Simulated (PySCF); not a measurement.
## Field gradients at the hydrogen positions

Compound: C5H6O3.
Z-matrix (Å and degrees, GFN2-xTB geometry), rows numbered from 1:
```
C 
O   1  1.4230
C   2  1.3283  1  116.41
O   3  1.1941  2  126.90  1     1.08
O   3  1.3517  2  107.47  1  -179.29
C   5  1.3441  3  117.34  2  -178.73
C   6  1.2976  5  152.76  3     1.82
C   6  1.4879  5  141.58  3  -178.66
H   1  1.0910  2  110.30  3   -29.28
H   1  1.0874  2  106.47  3  -149.68
H   1  1.0915  2  109.70  3    91.24
H   7  1.0599  6  151.08  8   179.89
H   8  1.0847  6  119.63  7  -106.00
H   8  1.0846  6  119.57  7   105.91
```

Level: B3LYP/pcJ-1 (PySCF, non-relativistic); Q(2H) = 0.00286 b; rigid geometry, the same for H and D, with no vibrational averaging.

Question: Rank these positions by the coupling χzz of a deuteron there, largest first.
A. H9 (methyl hydrogen)
B. H13 (methylene hydrogen)
C. H11 (methyl hydrogen)
D. H12 (vinylic hydrogen)
E. H10 (methyl hydrogen)

Answer: D (244 kHz), B (207 kHz), E (198 kHz), C (193 kHz), A (188 kHz).

Tabulate Vzz, the asymmetry η and χzz = 234.96 MHz × Q × Vzz for every hydrogen position.

```csv
atom,bonded to,bond length (Å),Vzz (au),η,χzz (kHz)
H9,C1,1.091,0.2800,0.12,188
H10,C1,1.087,0.2941,0.09,198
H11,C1,1.091,0.2873,0.10,193
H12,C7,1.060,0.3625,0.02,244
H13,C8,1.085,0.3075,0.08,207
H14,C8,1.085,0.3076,0.08,207
```

Give the 2H NMR doublet splittings at H14 for a magnetic field along the z, y and x axes of the gradient: 3χ/2, 3χ(1 + η)/4, 3χ(1 − η)/4.

With |χ| = 206.7 kHz and η = 0.075: 310, 167 and 143 kHz, to first order and without motion.

One conformer (not necessarily the lowest) at the GFN2-xTB geometry, without solvent, vibrations or thermal averaging. GFN2-xTB bond lengths can be off by several hundredths of an ångström, more for odd bonds, and the gradients follow them. With so small a basis the couplings can be 20 % off.
